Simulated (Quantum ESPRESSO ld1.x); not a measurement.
Ho IX, configuration [Xe] 4f3 6s2 (not the ground configuration). Calculated with ld1.x of Quantum ESPRESSO 7.5: Dirac Kohn-Sham, PBEsol, spin-unpolarised, spherical densities, point nucleus; open shells are shared between the two j in proportion to 2j + 1.

X-ray form factor f0, the Fourier transform of the density (f0(0) = 59):

sin(theta)/lambda (1/angstrom),f0 (electrons)
0.05,58.457
0.1,56.928
0.15,54.675
0.2,52.012
0.25,49.213
0.3,46.453
0.4,41.334
0.5,36.842
0.6,32.976
0.8,26.924
1,22.495
1.25,18.578
1.5,15.988
2,12.463
